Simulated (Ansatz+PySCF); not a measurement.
A calculation with PySCF 2.14.0.

```python
from pyscf import gto, scf, cc

mol = gto.M(atom="""
Ca 0.000000 0.000000 0.000000
O 0.000000 0.000000 2.560000
""", basis='sto-3g', charge=0, spin=0)
mf = scf.UHF(mol)
mf.kernel()
mycc = cc.CCSD(mf, frozen=10).run()
et = mycc.ccsd_t()
print(mf.e_tot, mycc.e_corr, et, mycc.e_tot + et)
```

The script is written out from the run's settings.

Results

| Property | Result |
| --- | --- |
| Converged | yes |
| Reference energy | -743.65481 hartree |
| CCSD correlation energy | -0.10140 hartree |
| Triples correction | -0.00272 hartree |
| Total energy | -743.75893 hartree |
| Spin squared of the determinant | 0.000 |

This is not the lowest solution: another run reaches a determinant 2.18 eV lower. Caution: bonds are stretched, where a single reference can fail.
